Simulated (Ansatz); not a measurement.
Basis-set extrapolation for C₁₀H₁₄O (`CC(C)(C)c1ccc(O)cc1`) (PBE0-D4/def2-TZVP geometry, frozen core, Ansatz 0.2.0). Multiplicity 1, RHF reference.

```csv
,def2-TZVPP,def2-QZVPP
HF,-461.868818,-461.888937
MP2 correlation,-1.893471,-2.015501
CCSD(T) correlation,-2.042555,not run
```

Energies in hartree. Use E(X) = E(∞) + A·exp(−7.88·√X) for Hartree–Fock and E(X) = E(∞) + B·X^(−2.97) for correlation, with X = 3 and 4, and add CCSD(T) minus MP2 of the smaller set to the MP2 limit.

Problem. What is the CCSD(T) energy at the basis-set limit?

Solution. HF limit: -461.888937 + (-0.020119) × 0.13774 = -461.89171. MP2 limit: -2.015501 + (-0.122030) × 0.74074 = -2.10589. Higher-order term: -2.042555 − (-1.893471) = -0.14908. Total: -464.14668 hartree, 6.40 eV below CCSD(T)/def2-TZVPP.
